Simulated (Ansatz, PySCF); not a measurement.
System: C₃HFNS, net charge 0, doublet state. SMILES: c1(F)[c]scn1
Geometry from a B3LYP-D3(BJ)/def2-TZVP (Ansatz, an electronic-structure program) optimisation:
```
N
C 1 1.3048
C 1 1.3563 2 111.11
F 3 1.3241 1 119.03 2 180.00
C 3 1.3512 4 126.61 1 -180.00
H 2 1.0797 1 123.52 3 -180.00
S 5 1.7076 3 111.84 4 -180.00
```
Charge 0, spin multiplicity 2.

Wanted: atomisation energy, in kcal/mol. Conventions: no spin-orbit coupling; 6-311+G** with 5d, 6d on Na to Ar in Ansatz; atomisation electronic, to ground-state atoms; no dispersion term unless named; non-relativistic; open shells spin-unrestricted; six Cartesian d functions in 6-31G* and its kin unless marked 5d. First-principles rows: single points at B3LYP-D3(BJ) geometries (Ansatz).

```csv
level,program,atomisation energy (kcal/mol)
SVWN5/6-31G*,Ansatz,885.8
PBE/3-21G,Ansatz,720.6
PBE/6-31G*,Ansatz,769.9
BP86/def2-SVP,PySCF,771.8
BP86/6-31G* (5d),PySCF,761.3
B3LYP/3-21G,Ansatz,654.0
B3LYP/6-31G,Ansatz,639.9
B3LYP/6-31G*,Ansatz,710.5
B3LYP/6-311+G**,Ansatz,700.0
M06-2X/6-31G* (5d),PySCF,720.7
PBE/def2-TZVPD,Ansatz,772.0
r2SCAN-D4/def2-TZVPD,Ansatz + dftd4,734.7
B3LYP-D3(BJ)/def2-TZVPD,Ansatz + dftd3,722.1
```

No value to compare with is used here. The 10 habitual levels span 639.9 (B3LYP/6-31G) to 885.8 kcal/mol (SVWN5/6-31G*); B3LYP-D3(BJ)/def2-TZVPD gives 722.1.

The levels are drawn from those run, B3LYP/6-31G* more often than the rest, none by its result; left out are runs that failed, that the program found above a lower state of the same kind, or whose <S^2> lies over 0.5 above the pure value.
